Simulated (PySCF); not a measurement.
## Molecular orbitals of ZnBr

BP86 at R = 2.314 Å; Zn def2-TZVPPD, Br def2-TZVPPD; no relativity (PySCF 2.14). State: ²Σ⁺ (doublet), unpaired electrons σ ↑. Only the outer orbitals are listed, counted within each symmetry.

```csv
spin,orbital,occ.,ε (eV),on Zn (%),main shells (%)
α,14σ,1,-9.07,47,"52 Br p, 41 Zn s"
α,7π,1,-7.11,5,95 Br p
α,7π,1,-7.11,5,95 Br p
α,15σ,1,-5.76,74,"52 Zn s, 23 Br p, 22 Zn p"
α,8π,0,-1.81,99,98 Zn p
α,8π,0,-1.81,99,98 Zn p
α,16σ,0,-0.31,107,99 Zn p
β,14σ,1,-8.72,45,"55 Br p, 37 Zn s"
β,7π,1,-7.03,4,96 Br p
β,7π,1,-7.03,4,96 Br p
β,15σ,0,-4.73,77,"61 Zn s, 20 Br p, 14 Zn p"
β,8π,0,-1.24,99,99 Zn p
β,8π,0,-1.24,99,99 Zn p
```

Question: Which are the highest filled and the lowest empty level, where do they sit, and how wide is the gap?

Answer: Highest filled α 15σ at -5.76 eV (in %: 52 Zn s, 23 Br p, 22 Zn p); lowest empty β 15σ at -4.73 eV (in %: 61 Zn s, 20 Br p, 14 Zn p); the gap at BP86 is 1.03 eV.

| Quantity | Value |
| --- | --- |
| bond order (Mayer) | 1.11 |
| ⟨S²⟩ | 0.752 |
| charge on Zn (Mulliken, basis-dependent) | 0.17 |
| charge on Zn (Löwdin, basis-dependent) | 0.22 |
| dipole moment (positive dipole means Zn(−)Br(+)) | -2.41 D |

Shares are Mulliken populations and can fall outside 0 to 100 %.

Spin–orbit coupling is left out. The state was picked by a PBE0 search and need not be the measured ground state.
